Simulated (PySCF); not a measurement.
**Mo⁺: ionisation energy**

Mo⁺ [Kr] 4d5 (6S) → Mo²⁺ [Kr] 4d4 (5D), as a difference of total energies. All numbers are calculated (PySCF 2.14, scalar relativity by spin-free X2C-1e, in x2c-TZVPall (8s6p6d1f, 63 functions)). Correlated levels: valence: [Kr] frozen. The calculations carry no spin-orbit coupling.

**Question.** Order these methods by the ionisation energy they give, lowest first.
A. LDA
B. UHF
C. MP2 (valence)
D. M06-2X

**Answer.** B (15.114 eV), C (15.649 eV), D (16.046 eV), A (16.728 eV).

The reference lies between the lowest fine-structure levels, while these numbers refer to the centres of the terms.

Errors of the correlated levels include the incompleteness of this basis and the frozen core.

For comparison: 16.16 ± 0.12 eV (semi-empirical (NIST evaluation); NIST Atomic Spectra Database, ionization energies).
